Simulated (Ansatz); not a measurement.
Isolated molecules relaxed with PBE0-D4/def2-TZVP in Ansatz; ΔE leaves out vibrations. CBS: MP2 limit from def2 TZ/QZ plus the TZ coupled-cluster correction, frozen cores. Functionals use def2-TZVPP. B3LYP here is the variant with VWN-RPA as its local correlation; programs differ in this. HSE06 is defined as in plane-wave codes. One conformer a species, not always the lowest.

`CBNC` + `CC[Si]O` → `CC(C)[Si]O` + `CBN`  (formal exchange of groups at a C–N bond)

```
             level  ΔE (kcal/mol)  difference from CCSD(T)/CBS
       LDA (SPW92)           -5.6                          0.8
            PBE-D4           -5.6                          0.8
         revPBE-D4           -5.9                          0.5
           BLYP-D4           -5.3                          1.1
         r2SCAN-D4           -5.9                          0.5
            B97M-V           -5.9                          0.5
           PBE0-D4           -5.8                          0.6
          B3LYP-D4           -5.4                          1.0
        r2SCANh-D4           -6.0                          0.4
        r2SCAN0-D4           -6.1                          0.3
          HSE06-D4           -5.8                          0.6
          BHLYP-D4           -5.6                          0.8
      CAM-B3LYP-D4           -5.3                          1.1
            B2PLYP           -5.3                          1.1
            revPBE           -4.5                          1.9
              BLYP           -3.9                          2.5
            r2SCAN           -5.7                          0.7
              PBE0           -5.2                          1.2
             B3LYP           -4.3                          2.1
           r2SCANh           -5.8                          0.6
           r2SCAN0           -5.9                          0.5
             HSE06           -5.2                          1.2
             BHLYP           -4.7                          1.7
         CAM-B3LYP           -4.7                          1.7
           LC-ωPBE           -5.4                          1.0
RPA@PBE/def2-TZVPP           -5.6                          0.8
       HF/def2-SVP           -3.4                          3.0
      MP2/def2-SVP           -6.2                          0.2
     CCSD/def2-SVP           -5.0                          1.4
  CCSD(T)/def2-SVP           -5.2                          1.2
     HF/def2-TZVPP           -4.3                          2.1
    MP2/def2-TZVPP           -7.2                         -0.8
SCS-MP2/def2-TZVPP           -6.2                          0.2
   CCSD/def2-TZVPP           -5.9                          0.5
CCSD(T)/def2-TZVPP           -6.2                          0.2
     HF/def2-QZVPP           -4.2                          2.2
    MP2/def2-QZVPP           -7.3                         -0.9
      HF/CBS(def2)           -4.2                          2.2
     MP2/CBS(def2)           -7.4                         -1.0
    CCSD/CBS(def2)           -6.1                          0.3
       CCSD(T)/CBS           -6.4                            0
```

Largest T1 diagnostic among the species: 0.013.

In def2-TZVPP, CCSD(T) changes the Hartree–Fock value by −1.9 kcal/mol (the triples alone add −0.3 kcal/mol) and MP2 by −2.9 kcal/mol. The D4 term adds −1.1 kcal/mol with B3LYP and −0.6 kcal/mol with PBE0; it sums over pairs of atoms, weighted by their polarisabilities, and B3LYP, whose exchange is more repulsive, gets the larger term.
